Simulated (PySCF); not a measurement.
Delta-SCF ions had no search for a lower state. Excitations are Tamm–Dancoff values on a coarser integration grid. The basis has no diffuse functions, so Rydberg states are missing or too high.

## C5H18N2Si2, SMILES `CN(C([SiH3])([SiH3])N(C)C)C` (C–N–C–Si torsion -58°, Si–C–N–C torsion -37°) (charge 0, multiplicity 1)

These are PBE-D3(BJ)/def2-TZVP // PBE-D3(BJ)/def2-SVP in PySCF 2.14.0 values and carry that method's errors.

- HOMO = -4.62 eV
- dipole moment = 1.00 D
- HOMO–LUMO gap = 4.27 eV
- LUMO = -0.34 eV
- S1 excitation (TDA) = 4.43 eV
- S1 oscillator strength = 0.046
- T1 excitation (TDA) = 4.15 eV
- S1–T1 gap (TDA) = 0.28 eV
- vertical ionisation energy (Delta-SCF) = 7.04 eV
- total energy = -889.2242 Ha
- cost = very roughly 10 core-minutes

```xyz
27

C      1.4162    -1.4347    -1.1147
N      1.1434    -0.7015     0.1117
C      2.3449    -0.2428     0.7729
C      0.0113     0.2383     0.0197
Si     0.2907     1.5641    -1.3980
Si    -0.1528     1.3345     1.6374
N     -1.2035    -0.5628    -0.2161
C     -2.3513     0.1091    -0.7839
C     -1.5537    -1.4579     0.8758
H      1.9905    -0.8412    -1.8739
H      0.4523    -1.7445    -1.5620
H      2.0100    -2.3440    -0.8856
H      2.9146     0.5420     0.2097
H      2.1130     0.1648     1.7789
H      3.0302    -1.1030     0.9226
H      1.7254     2.0049    -1.2966
H     -0.5744     2.7814    -1.2044
H      0.0587     1.0224    -2.7843
H      0.8246     2.4801     1.6390
H     -1.5388     1.9191     1.6206
H      0.0163     0.5537     2.9145
H     -2.8489     0.8413    -0.0954
H     -3.1133    -0.6465    -1.0671
H     -2.0741     0.6523    -1.7114
H     -2.0754    -0.9453     1.7263
H     -0.6269    -1.9263     1.2588
H     -2.2288    -2.2573     0.5055
```
Charge 0, spin multiplicity 1.
